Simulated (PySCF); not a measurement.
**Identify the compound**

Molecular formula: C2F4O. Simulated spectra:

13C{1H} NMR (computed): δ 156.4 (C, dq, J = 455.3, 51.7 Hz), 123.3 (C, qd, J = 365.8, 100.8 Hz).

PySCF 2.14.0 with density-fitted response routines calculation with shielding tensors at PBE0/pcSseg-1 (GIAO), GFN2-xTB structure and B3LYP/pcJ-1 coupling constants; a single conformation, no solvent, one averaged value for each set of equivalent atoms, non-relativistic.

Shifts are taken against calculated references (same method and geometry level): TMS for 13C (σ = 186.93 ppm).

Propose a structure and justify it.

Results:


1. The formula gives 1 degree of unsaturation (no ring in the answer).
2. 2 carbon signals for 2 carbons: no two carbons are equivalent.
3. Carbon types of the structure: 2 × C.
4. δC 156.4: carbonyl carbon.
5. δC 123.3: CF3 carbon; 3 electronegative neighbours deshield it.

These data were computed for SMILES FC(C(=O)F)(F)F.

The data come from this structure; uniqueness wasn't tested.

Common functionals overestimate the size of one-bond C–F couplings by tens of Hz; these are unscaled. Shifts are as computed. Against solution values, carbons near 30 ppm lie about +3 ppm off and those near 130 ppm about +5 ppm. Of 1211 compounds with measured shifts, 218 miss one by over three times the rms of a fit or turn the order of signals round; such compounds aren't used in these exercises.
